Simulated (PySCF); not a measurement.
# Polarisability and C₆ of Bi²⁺ (bismuth, charge +2)

[Xe] 4f14 5d10 6s2 6p1, 2P determinant. Computed with PySCF 2.14 in aug-cc-pwCVTZ-PP with ECP60MDF (8s7p6d4f1g, 96 functions), with scalar relativity through the core potential. Coupled (time-dependent) response in atomic units; α is the mean over directions.

```csv
method,mean α (bohr³),"α xx, yy, zz",C₆ (like pair),S(−4)
wB97X-V,16.17,"15.27, 17.95, 15.27",120.4,65.98
```

S(−4) is the Cauchy moment in α(ω) = α(0) + S(−4) ω² + …

Spin-orbit coupling is absent.

α(iu) at wB97X-V:

```
u (hartree)  α(iu) (bohr³)
          0          16.17
     0.0500          16.00
      0.100          15.54
      0.200          13.99
      0.300          12.13
      0.500          8.917
      0.750          6.362
       1.00          4.848
       1.50          3.200
       2.00          2.317
       3.00          1.387
       5.00         0.6480
```

A single London oscillator, α(iu) = α/(1 + u²/ω²), gives C₆ = (3/4) ω α². Matching the computed C₆ needs ω = 4 × 120.4 / (3 × 16.17²) = 0.614 hartree.

For an ion, C₆ is the dispersion term alone; charge-induced terms of lower order in 1/R come first.

The components differ because the open shell of this determinant is not spherical; for a pure term their mean is the scalar polarisability.

Energies and moments cover only the electrons outside the core potential. Spin-orbit coupling, absent here, splits the open shell strongly.
